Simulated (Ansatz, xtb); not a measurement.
Relative energy of two conformers of ClH3Se3Si

We compare I, `Cl[Si@H]([SeH])[Se][SeH]`, a singlet, with II, `Cl[Si@H]([SeH])[Se][SeH]`, a singlet. Both are isolated molecules in the gas phase, relaxed with PBE0-D4/def2-SVP.

I (Å):

```yaml
atoms:
  - { symbol: Cl, position_ang: [1.6701, 3.9529, -0.7212] }
  - { symbol: Se, position_ang: [2.8635, 1.4950, 1.6005] }
  - { symbol: Se, position_ang: [-0.0370, 0.9614, -0.8137] }
  - { symbol: Se, position_ang: [-0.6927, -0.3871, 0.9906] }
  - { symbol: Si, position_ang: [1.0800, 2.4204, 0.5404] }
  - { symbol: H, position_ang: [0.1989, 2.9461, 1.6139] }
  - { symbol: H, position_ang: [3.5560, 1.2420, 0.3264] }
  - { symbol: H, position_ang: [0.5680, -1.1492, 1.0695] }
```

II (Å):

```xyz
8

Cl   -1.5866    2.0681   -1.4140
Se   -3.8855   -0.3540   -2.7594
Se   -2.1858   -0.9320    0.4122
Se   -0.0762   -0.3006    1.2355
Si   -1.9550    0.0431   -1.6289
H    -0.8468   -0.5463   -2.4222
H    -4.6740    0.4186   -1.7849
H    -0.4870    1.0527    1.6539
```

Task: Estimate E(II) − E(I) at the level CCSD(T)/def2-SVP + ΔMP2/def2-TZVPP.

Result: CCSD(T)/def2-SVP + ΔMP2/def2-TZVPP gives E(II) − E(I) = +0.30 kcal/mol, slightly favouring structure I, which is too small a margin to settle the true order.

How the difference moves with the method:

```
                             level          geometry  E(II) − E(I) (kcal/mol)  departure from the last row (kcal/mol)  job, with rough time for the two
                  PBE0-D4/def2-SVP  PBE0-D4/def2-SVP                     +0.15                                   −0.16             optimisation, 1.8 min
                       HF/def2-SVP  PBE0-D4/def2-SVP                     −0.29                                   −0.60           part of the CCSD(T) run
                      MP2/def2-SVP  PBE0-D4/def2-SVP                     +0.12                                   −0.18           part of the CCSD(T) run
                  CCSD(T)/def2-SVP  PBE0-D4/def2-SVP                     +0.03                                   −0.27                      single point
CCSD(T)/def2-SVP + ΔMP2/def2-TZVPP  PBE0-D4/def2-SVP                     +0.30                                                     single point, 1.7 min
```

The largest departure from CCSD(T)/def2-SVP + ΔMP2/def2-TZVPP is that of HF/def2-SVP, 0.60 kcal/mol. Levels run at GFN2-xTB geometries aren't shown. The last row adds to CCSD(T) the change of the MP2 difference between the two basis sets, here +0.27 kcal/mol.

With thermal terms from frequencies at re-optimised GFN2-xTB minima (ideal gas, soft modes damped towards free rotors, one conformer each, 298.15 K, 1 atm): the zero-point term adds +0.04 kcal/mol; ΔH is +0.30 and ΔG +0.35 kcal/mol.

The correlated steps freeze 37 core orbitals; the filled d shell of Se is correlated, in a basis made for valence electrons. Run with Ansatz 0.2.0, xtb 6.7.1; the last row on 2 threads of Intel(R) Xeon(R) Platinum 8488C (Sapphire Rapids) on a shared host.
